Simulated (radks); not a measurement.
Task: The mean radii <r> (bohr) of the occupied orbitals of an atom or ion are listed with their occupations. Calculated with a radial shooting solver on a logarithmic mesh with Libxc functionals: scalar-relativistic Kohn-Sham, BLYP, spin-polarised, spherical densities, point nucleus.

orbital  occ.      <r>
1s down     1  0.01773
1s up       1  0.01773
2s up       1  0.07488
2s down     1  0.07488
2p up       3  0.06727
2p down     3  0.06727
3s up       1   0.1939
3s down     1   0.1939
3p up       3   0.1945
3p down     3   0.1945
3d up       5   0.1762
3d down     5   0.1762
4s up       1   0.4318
4s down     1   0.4318
4p up       3   0.4594
4p down     3   0.4594
4d up       5   0.4891
4d down     5   0.4889
5s up       1    1.006
5s down     1   0.9995
4f up       7   0.5578
5p up       3    1.164
4f down     7   0.5542
5p down     3    1.157
5d up       5    1.607
7p up       1    6.234

Name the element and its charge. Open shells, if any, are filled with parallel spins first.

Result: Z = 76, osmium, charge +2: Os2+ in [Xe] 4f14 5d5 7p1. The 1s radius gives Z: for a bare nucleus <r> = (2 gamma + 1)/(2Z) with gamma = sqrt(1 - (Z/c)^2), 0.01753 bohr for Z = 76, and screening makes it slightly larger (0.01773 here). The occupations add up to 74, and the charge is Z minus that.
